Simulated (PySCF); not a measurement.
C4H7Cl. Atoms are numbered in the order given.

```xyz
12

C      2.3132     0.5257    -0.0527
C      1.0338    -0.2681     0.0863
C      0.2908    -0.7936    -1.1235
C     -0.2797     0.3335    -0.3162
Cl    -1.7210     0.0540     0.6848
H      2.4780     1.1691     0.8264
H      2.2845     1.1712    -0.9450
H      3.1821    -0.1448    -0.1526
H      0.9799    -0.9150     0.9682
H      0.6711    -0.5548    -2.1218
H     -0.1959    -1.7680    -1.0383
H     -0.2925     1.3396    -0.7426
```

Geometry optimised at TPSSh-D3(BJ)/def2-SVP.

Level of theory: PBE0/pcSseg-1 run with PySCF.

GIAO shieldings, no solvent; atoms listed in one row are averaged. δ = σ(ref) − σ: ¹³C against TMS (σ = 186.3 ppm); ³⁵Cl against HCl (σ = 945.9 ppm); ¹H against TMS (σ = 31.56 ppm), references at their B3LYP-D3(BJ)/def2-TZVP geometries, non-relativistic (without spin–orbit terms, shifts of atoms bonded to Cl or Br come out too high).

Computed chemical shifts:
```json
[
 {"nucleus": "¹³C", "atoms": "C4", "count": "1", "δ (ppm)": "44.1"},
 {"nucleus": "¹³C", "atoms": "C2", "count": "1", "δ (ppm)": "21.8"},
 {"nucleus": "¹³C", "atoms": "C1", "count": "1", "δ (ppm)": "21.0"},
 {"nucleus": "¹³C", "atoms": "C3", "count": "1", "δ (ppm)": "20.7"},
 {"nucleus": "³⁵Cl", "atoms": "Cl5", "count": "1", "δ (ppm)": "141.0"},
 {"nucleus": "¹H", "atoms": "H12", "count": "1", "δ (ppm)": "2.71"},
 {"nucleus": "¹H", "atoms": "H6, H7, H8", "count": "3", "δ (ppm)": "1.40"},
 {"nucleus": "¹H", "atoms": "H9", "count": "1", "δ (ppm)": "1.15"},
 {"nucleus": "¹H", "atoms": "H11", "count": "1", "δ (ppm)": "1.11"},
 {"nucleus": "¹H", "atoms": "H10", "count": "1", "δ (ppm)": "0.86"}
]
```
